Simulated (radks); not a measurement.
Task: Method: non-relativistic Kohn-Sham, LB94 model potential, spin-polarised, spherical densities, point nucleus; open shells are filled with parallel spins first (spin-orbit coupling, left out, can overturn this in heavy ions); computed with a radial shooting solver on a logarithmic mesh with Libxc functionals. Response by self-consistent Sternheimer equations with the Hartree and adiabatic LDA kernel. For heavy and open-shell atoms this level of theory can miss by tens of per cent. Rank Li, Nb, He, Ne+, Kr+, Cl3+, Cr2+, Fe2+, Tc3+ (NIST ground configurations) by static dipole polarisability, largest first.

Result: Li 150.0, Nb 74.86, Kr+ 10.76, Tc3+ 5.318, Cl3+ 4.355, Cr2+ 3.920, Fe2+ 3.373, He 1.390, Ne+ 1.324 bohr^3.
